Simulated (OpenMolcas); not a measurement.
Ho²⁺: CASPT2 settings compared

```json
{
 "Program": "OpenMolcas",
 "Basis": "ANO-R1 [7s5p3d2f]",
 "Scalar Hamiltonian": "X2C, finite nucleus",
 "Active space": "11 electrons in 7 orbitals (4f)",
 "State averaging": "2S+1 = 4 odd, 35 roots (21 in the spin-orbit step); 2S+1 = 2 odd, 35 roots kept (CI in the orbitals of an earlier block)",
 "Spin-orbit coupling": "state interaction with AMFI integrals over the reference wave functions, term energies averaged over their components"
}
```

Methods on the same reference wave functions:
A. CASSCF
B. SS-CASPT2, IPEA 0.1 Eh, real shift 0.1 Eh (closed shells correlated: 5s 5p)
C. SS-CASPT2, IPEA 0.2 Eh, sigma1 regulariser 0.4 Eh (closed shells correlated: 5s 5p)
D. SS-CASPT2, IPEA 0.1 Eh, sigma1 regulariser 0.1 Eh (closed shells correlated: 5s 5p)
E. SS-CASPT2, IPEA 0.15 Eh, sigma1 regulariser 0.3 Eh (closed shells correlated: 5s 5p)
F. XMS-CASPT2, IPEA 0.3 Eh, sigma2 regulariser 0.05 Eh (closed shells correlated: 4d 5s 5p)

Energies in cm-1 above 4f11 4I* 15/2, the measured ground level; measured values from Martin, Zalubas and Hagan, Atomic Energy Levels: The Rare-Earth Elements, NSRDS-NBS 60 (1978); whole-number values converted from NIST levels in rydberg listed in Nahar, Atoms 12, 24 (2024).

```json
{"Level": "4f11 4I* 15/2", "A": "0.0", "B": "0.0", "C": "0.0", "D": "0.0", "E": "0.0", "F": "0.0", "Measured": "0.0"}
{"Level": "4f11 4I* 13/2", "A": "5557", "B": "5580", "C": "5570", "D": "5580", "E": "5580", "F": "5560", "Measured": "5439"}
{"Level": "4f11 4I* 11/2", "A": "9188", "B": "9120", "C": "9130", "D": "9120", "E": "9120", "F": "9090", "Measured": "8644"}
{"Level": "4f11 4I* 9/2 [73 %]", "A": "11581", "B": "11320", "C": "11350", "D": "11320", "E": "11330", "F": "11250", "Measured": "10770"}
{"Level": "4f11 4F* 9/2 [66 %]", "A": "17461", "B": "15500", "C": "15610", "D": "15490", "E": "15560", "F": "15180", "Measured": "13330"}
```

Deviations, from unrounded energies. A percentage is the sum of absolute deviations over the sum of measured energies, with the sign that they share, or ± where signs differ.

```csv
Against measurement,Levels,A,B,C,D,E,F
mean absolute deviation (cm-1),4,1400,830,870,830,850,720
fine structure of the ground term (%),3,+5.9,+4.6,+4.8,+4.6,+4.7,+4.2
other terms of the ground configuration (%),1,+31.0,+16.3,+17.1,+16.2,+16.7,+13.9
```

F lies closest to measurement on these levels and A furthest from it. The largest miss of F in the table is 4f11 4F* 9/2 [66 %], by +1900 cm-1. The ranking rests on the paired levels alone, and a cruder setting can come out closer through cancelling errors.

Among B to F the level of the table that moves most is 4f11 4F* 9/2 [66 %], by 430 cm-1 (lowest in F, highest in C). Moves below CASPT2's spread within the term are not significant.

The mean deviations of B to F differ by less than CASPT2's widest spread within a term (920 cm-1), so their order carries little weight.

The lowest spin-free term lies below A's lowest term by 0.527 hartree in B, 0.524 hartree in C, 0.527 hartree in D, 0.526 hartree in E, 0.674 hartree in F.

CASPT2 breaks the degeneracy within a term, and the mean is taken; among the terms shown or strongly mixed into the levels shown the widest spread is 920 cm-1 (4f11 4I*, F). High states are left out of the spin-orbit mixing, which shifts the levels that they would mix with. Some levels mix across a computed gap that differs much from the measured one, so their mixing is not that of the real levels. Without dynamic correlation excited terms often stand tens of per cent too high (terms of higher spin than the ground term too low), and those without a measured partner can miss by more than the paired ones (holds for A). Some terms miss by over 15 % even with CASPT2, which points to a basis or an active space too small for the shells correlated (holds for B; C; D; E). Measured partners are found by configuration, term and J. A level has none where our copy of the source lacks it or the pairing is in doubt (some pairs that miss far off the trend of their configuration count as doubtful), and it then counts in no deviation. Levels of configurations outside the active space are missing. Levels that lie high or do not pair safely by name in every column are left out.

A share in square brackets marks a mixed level and gives the weight of the term that names it, the lowest over the columns. * marks odd parity.
